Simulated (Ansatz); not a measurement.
**Energy profile**

The step: AlSiH₄O ([AlH][O][SiH3]) + H₂O + H₂O → SiH₄O ([OH][SiH3]) + AlH₂O ([OH][AlH]) + H₂O (still joined by a long Al–O bond); bonds formed: O2–H7, H5–O8; dative contacts that become bonds: Al1–O6; bonds broken: H5–O6, H7–O8; bonds weakened to dative contacts: Al1–O2 (atoms numbered as in the saddle structure below).

```xyz
13
angstrom
Al -1.1777 0.8365 -0.9107
O -0.0669 -0.4965 -0.2080
Si -0.3303 -2.1230 -0.0456
H -2.5432 0.8440 -0.0540
H 0.9553 1.6837 0.3038
O -0.1015 2.2000 -0.3309
H 0.9032 0.0688 0.2985
O 1.6263 0.9060 0.6988
H 0.9366 -2.8411 -0.3399
H -1.3831 -2.5288 -1.0081
H -0.7589 -2.4430 1.3390
H -0.5158 2.9783 0.0446
H 2.4560 0.9152 0.2123
```

Electronic energies by CCSD(T) at an estimated basis limit (MP2 extrapolated from triple and quadruple zeta, plus CCSD(T) − MP2 in triple zeta), on PBE0-D4/def2-TZVP structures; AlSiH$_{8}$O$_{3}$, doublet; no counterpoise correction; spin–orbit coupling, which lowers free halogen atoms and radicals such as OH and SH, is left out. Ansatz 0.2.0; basis: def2-TZVPP and def2-QZVPP; cores frozen in the correlated methods; orbitals are unrestricted. Extrapolation: Hartree–Fock as exp(−7.88 √X), correlation as X^−2.97.

Q: Give the profile in kJ/mol, counted from the separated reactants. (To be estimated.)

A: The calculation gives:
```
                                                                                                                                                                           point  kJ/mol
                 separated: AlSiH$_{4}$O (linked as [AlH][O][SiH3]; Al1, O2, Si3, H4, H9, H10, H11; doublet) + H$_{2}$O (H5, O6, H12; singlet) + H$_{2}$O (H7, O8, H13; singlet)     0.0
                                                                                                                                                                 start structure  -133.3
                                                                                                                                                                          saddle   -94.4
                                                                                                                                                                   end structure  -115.5
separated: AlH$_{2}$O (linked as [OH][AlH]; Al1, H4, O6, H12; doublet) + SiH$_{4}$O (linked as [OH][SiH3]; O2, Si3, H7, H9, H10, H11; singlet) + H$_{2}$O (H5, O8, H13; singlet)    25.6
```
The saddle lies below the separated reactants: the barrier is submerged.

The T1 diagnostic stays at or below 0.017. ⟨S²⟩ of the unrestricted Hartree–Fock references: 0.75 to 0.76 (a pure state has 0.75).

For scale, one of the runs: CCSD(T)/def2-TZVPP, 289 basis functions, launched by `ansatz run in.yaml --threads 4 --pin off --events-out ev --progress --plain --max-ram 66560MiB --backend cuda --devices 0, --max-vram 37GiB`. The run took 25 s on 4 CPU threads of an AMD EPYC 7R13 and a share of one NVIDIA H100 (shared host), with 0.84 GiB of host memory at its peak.
